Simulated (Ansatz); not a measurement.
Computed with Ansatz on PBE0-D4/def2-TZVP structures; ΔE is electronic, products minus reactants. CCSD(T)/CBS adds triple-zeta CCSD(T) − MP2 to the extrapolated MP2 energy (def2 sets, frozen cores). This one scheme is used for every species. Functionals use def2-TZVPP. B3LYP here is the variant with VWN-RPA as its local correlation; programs differ in this. For Ga outer-core shells are correlated without core-valence functions, which leaves a few kJ/mol of doubt a bond. Scalar relativity is left out up to krypton. Each species was taken in one conformer, which may not be the lowest.

Reaction (formal hydrolysis of a Ga–Cl bond): `[OH][Ga]([Cl])[O][SiH3]` + H₂O → `[OH][Ga]([OH])[O][SiH3]` + HCl

**Question.** Is it downhill or uphill in electronic energy at CCSD(T)/CBS, and by how much? (Best estimate.)

**Answer.** Ansatz gave: Uphill: ΔE = +14.0 kcal/mol.

**Question.** What do these levels give: PBE-D4, B3LYP-D4, ωB97M-V, r2SCAN, HF/def2-TZVPP, MP2/def2-TZVPP, SCS-MP2/def2-TZVPP, CCSD/def2-TZVPP, CCSD(T)/def2-TZVPP, SCS-MP2/def2-QZVPP, MP2/CBS(def2), CCSD/CBS(def2)? (An estimate is asked.)

**Answer.** The calculation gave: PBE-D4 14.1, B3LYP-D4 14.0, ωB97M-V 14.2, r2SCAN 14.1, HF/def2-TZVPP 15.3, MP2/def2-TZVPP 13.4, SCS-MP2/def2-TZVPP 12.8, CCSD/def2-TZVPP 13.1, CCSD(T)/def2-TZVPP 13.1, SCS-MP2/def2-QZVPP 13.3, MP2/CBS(def2) 14.3, CCSD/CBS(def2) 14.1 kcal/mol.

Largest T1 diagnostic among the species: 0.014.

In def2-TZVPP, CCSD(T) changes the Hartree–Fock value by −2.3 kcal/mol (the triples alone add −0.1 kcal/mol) and MP2 by −2.0 kcal/mol. From PBE to PBE0 (25 % exact exchange), in def2-TZVPP and without D4, ΔE moves by +1.1 kcal/mol.
